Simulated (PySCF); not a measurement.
Computed Raman spectrum (relative Raman activity) of a molecule C₃H₉Al. Geometry optimised at B3LYP-D3(BJ)/def2-SVP. The values are those of a single conformer. Level of theory: B3LYP-D3(BJ)/def2-SVP (PySCF). Frequencies are harmonic and unscaled.

Lines under 2 % of the strongest are left out, and lines within 2 cm⁻¹ are merged.

| ν (cm⁻¹) | relative intensity |
|---|---|
| 513 | 6.1 |
| 640 | 2.1 |
| 1425 | 6.1 |
| 1427 | 2.9 |
| 1430 | 6.7 |
| 3004 | 100 |
| 3076 | 70 |
| 3106 | 73 |

Question: Identify the compound among the candidates.
A. [CH3][Al]([CH3])[CH3]
B. C[CH2][AlH][CH3]
C. CC[CH2][AlH2]

Answer: A, [CH3][Al]([CH3])[CH3]
